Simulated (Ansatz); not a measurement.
I3In (SMILES [I][In]([I])[I]), singlet, geometry from GFN2-xTB (such geometries of metal compounds can be far from the true shape) (all electrons, no relativity); Ansatz (a program for electronic structure) with PBE/3-21G.

The Ansatz input:
Ansatz 0.2 input:
```yaml
crystal:
  periodic: [false, false, false]
  atoms:
    - {symbol: In, position_ang: [-0.00000000, -0.00000000, 0.00000000]}
    - {symbol: I, position_ang: [2.54499834, -0.41292967, -0.80803752]}
    - {symbol: I, position_ang: [-0.93309036, -1.23964966, 2.21202695]}
    - {symbol: I, position_ang: [-1.61190798, 1.65257933, -1.40398942]}
basis:
  gaussian:
    orbitals: 3-21G.json
hamiltonian:
  xc: pbe
```
The basis file holds 3-21G in the JSON format of the Basis Set Exchange.

It wrote (shortened):

```
Functional definition: PBE
1711 factors; their error is unknown
mean field evaluation 1: about -718027.7708 eV, gradient 2.3e1 eV
mean field evaluation 2: about -718024.8286 eV, gradient 3.0e1 eV
mean field evaluation 4: about -718028.9251 eV, gradient 8.2e-1 eV
mean field evaluation 8: about -718028.8751 eV, gradient 8.0e-3 eV
mean field -718028.87508150 eV, -26387.0744617932 hartree, gradient 1.3e-5 eV, S^2 0.000000; 0 other end points of the search recorded, 0 dependent functions left out
reference -718028.87511556 eV, -26387.0744630449 hartree; 104, 104 occupied and 28, 28 virtual orbitals, 1711 factors
Total energy: -718028.87511556 eV, -26387.0744630449 hartree
```
